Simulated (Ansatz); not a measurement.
B₁₆N₁₆H₃₆, a nanocrystal cut from zinc blende BN (hydrogen-capped). Charge 0, multiplicity 3. Geometry PBE-D4/def2-SVP, that of the neutral singlet; atoms count from 1.

Cartesian coordinates in Å:
```
B 1.146 2.514 -0.014
B 0.516 1.161 -2.266
B 2.595 0.548 0.773
B 1.975 -0.817 -1.475
B -1.960 0.770 -2.939
B -1.413 2.047 -0.747
B 0.098 0.099 0.067
B -1.863 0.946 1.544
B -2.383 -0.294 -0.608
B 0.698 1.421 2.264
B -0.387 -1.053 2.343
B -0.450 -1.182 -2.129
B 0.976 -3.209 -1.351
B -0.904 -2.298 0.192
B 1.522 -1.930 0.841
B -2.862 -1.446 1.671
N -0.318 3.116 -0.156
N -0.926 1.755 -2.201
N 1.461 2.297 -1.557
N 3.056 0.135 -0.691
N 1.129 1.140 0.769
N 0.570 -0.145 -1.417
N 2.637 -0.892 1.446
N 1.947 -2.139 -0.646
N -0.812 1.913 2.349
N -1.880 -0.540 -2.073
N -1.344 0.734 0.090
N 0.120 -1.250 0.882
N -1.810 -0.413 2.310
N -2.326 -1.635 0.205
N 0.550 0.069 3.087
N -0.429 -2.506 -1.288
H 1.918 3.327 0.491
H 0.925 1.023 -3.412
H 3.403 1.311 1.298
H 2.402 -0.975 -2.612
H -1.572 0.572 -4.092
H -3.086 1.268 -2.900
H -2.504 2.601 -0.711
H -2.960 1.486 1.605
H -3.513 0.178 -0.602
H 1.457 2.207 2.827
H -0.334 -2.068 3.026
H -0.103 -1.388 -3.286
H 1.343 -3.378 -2.515
H 0.987 -4.252 -0.697
H -0.904 -3.356 0.809
H 1.594 -2.955 1.507
H -3.982 -0.933 1.677
H -2.824 -2.502 2.304
H -0.288 3.893 -0.832
H -0.661 3.597 0.679
H -0.990 2.604 -2.778
H 1.269 3.178 -2.056
H 2.452 2.163 -1.772
H 3.373 0.916 -1.271
H 3.921 -0.419 -0.617
H 3.555 -1.316 1.252
H 2.638 -0.881 2.469
H 2.859 -2.612 -0.695
H -0.948 2.901 2.124
H -1.106 1.893 3.336
H -2.535 -1.189 -2.527
H -2.174 -0.300 3.266
H -2.985 -2.294 -0.228
H 1.435 -0.325 3.416
H 0.083 0.280 3.981
H -1.071 -3.173 -1.735
```

Single mean-field runs in def2-SVP are fitted with def2-universal-jkfit. At PBE0-D4/def2-SVP a singlet of charge 0 lies 5.82 eV below the triplet at the same geometry.

**Question.** Estimate the Mulliken populations of the heavy atoms from the PBE0/def2-SVP orbitals of Ansatz.

**Answer.** 
```
atom  charge (e)  spin (α − β)
  B1        0.13         -0.04
  B2        0.08         -0.01
  B3        0.13         -0.04
  B4        0.08         -0.01
  B5        0.00          0.04
  B6        0.08         -0.01
  B7       -0.19          0.03
  B8        0.08         -0.01
  B9        0.05          0.01
 B10        0.13         -0.04
 B11        0.08         -0.01
 B12        0.05          0.01
 B13        0.00          0.04
 B14        0.05          0.01
 B15        0.08         -0.01
 B16        0.00          0.04
 N17       -0.06         -0.02
 N18       -0.13          0.01
 N19       -0.06         -0.02
 N20       -0.06         -0.02
 N21       -0.29          0.00
 N22       -0.26          0.01
 N23       -0.06         -0.02
 N24       -0.13          0.01
 N25       -0.06         -0.02
 N26       -0.11          0.04
 N27       -0.26          0.01
 N28       -0.26          0.01
 N29       -0.13          0.01
 N30       -0.11          0.04
 N31       -0.06         -0.02
 N32       -0.11          0.04
```
Mulliken values and Mayer orders depend strongly on the basis.

**Question.** Where does the spin sit?

**Answer.** Summed by element: B -0.03, N 0.06, H 1.98, of 2 unpaired in all. Largest on single atoms: H49 0.11, H50 0.11, H37 0.11.

**Question.** And the Mayer bond orders between bonded heavy atoms (over 0.3, the first 40 of 46)?

**Answer.** B1–N17 0.91 (1.59 Å); B1–N19 0.91 (1.59 Å); B1–N21 0.86 (1.58 Å); B2–N18 0.94 (1.56 Å); B2–N19 0.86 (1.64 Å); B2–N22 0.88 (1.56 Å); B3–N20 0.91 (1.59 Å); B3–N21 0.86 (1.58 Å); B3–N23 0.91 (1.59 Å); B4–N20 0.86 (1.64 Å); B4–N22 0.88 (1.56 Å); B4–N24 0.94 (1.56 Å); B5–N18 0.87 (1.61 Å); B5–N26 0.90 (1.57 Å); B6–N17 0.86 (1.64 Å); B6–N18 0.94 (1.56 Å); B6–N27 0.88 (1.56 Å); B7–N21 0.98 (1.63 Å); B7–N22 1.03 (1.58 Å); B7–N27 1.03 (1.58 Å); B7–N28 1.03 (1.58 Å); B8–N25 0.86 (1.64 Å); B8–N27 0.87 (1.56 Å); B8–N29 0.94 (1.56 Å); B9–N26 0.90 (1.57 Å); B9–N27 0.82 (1.62 Å); B9–N30 0.90 (1.57 Å); B10–N21 0.86 (1.58 Å); B10–N25 0.91 (1.59 Å); B10–N31 0.91 (1.59 Å); B11–N28 0.88 (1.56 Å); B11–N29 0.94 (1.56 Å); B11–N31 0.86 (1.64 Å); B12–N22 0.82 (1.62 Å); B12–N26 0.90 (1.57 Å); B12–N32 0.90 (1.57 Å); B13–N24 0.87 (1.61 Å); B13–N32 0.90 (1.57 Å); B14–N28 0.82 (1.62 Å); B14–N30 0.90 (1.57 Å).
